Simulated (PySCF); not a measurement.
# Spin states of ZnH

Unrestricted PBE0; basis Zn def2-SVPD, H def2-SVPD; no relativity; PySCF 2.14. Outer shells of the fragments: Zn 3d10 4s2; H 1s1.

Followed along the bond (rough minima from three points):

```json
{"2Ms+1": "2", "unpaired": "σ ↑", "⟨S²⟩ at the start": "0.75", "R at minimum (Å)": "1.61", "Te (eV)": "0.00"}
{"2Ms+1": "4", "unpaired": "σ ↑↑, π ↑", "⟨S²⟩ at the start": "3.75", "R at minimum (Å)": "none in the scan", "Te (eV)": "≤ 5.34"}
```

Solutions found at the starting distance of 1.510 Å, counted from the lowest of them; the search is not exhaustive and high or unbound solutions are not listed, so other states can lie among these:

```json
{"2Ms+1": "2", "unpaired": "σ ↑", "term": "²Σ⁺", "E (eV)": "0.00", "⟨S²⟩": "0.75", "⟨Lz²⟩": "0.00", "μ (D)": "-0.41"}
{"2Ms+1": "2", "unpaired": "π ↑", "term": "²Π", "E (eV)": "2.70", "⟨S²⟩": "0.77", "⟨Lz²⟩": "1.00", "μ (D)": "-2.02"}
{"2Ms+1": "4", "unpaired": "σ ↑↑, π ↑", "term": "⁴Π", "E (eV)": "5.86", "⟨S²⟩": "3.75", "⟨Lz²⟩": "1.00", "μ (D)": "1.67"}
{"2Ms+1": "4", "unpaired": "σ ↑↑↑", "term": "⁴Σ⁺", "E (eV)": "8.90", "⟨S²⟩": "3.75", "⟨Lz²⟩": "0.00", "μ (D)": "-3.18"}
{"2Ms+1": "4", "unpaired": "σ ↑, π ↑↑", "term": "⁴Σ⁻", "E (eV)": "8.97", "⟨S²⟩": "3.76", "⟨Lz²⟩": "0.00", "μ (D)": "-0.23"}
```

A term symbol is given only where ⟨S²⟩ and ⟨Lz²⟩ are close to those of a pure state; real π, δ and φ orbitals otherwise mix terms. A positive dipole means Zn(−)H(+).

Counting both spins, an empty level lies below a filled one in some of these solutions, because spin and occupation are held.
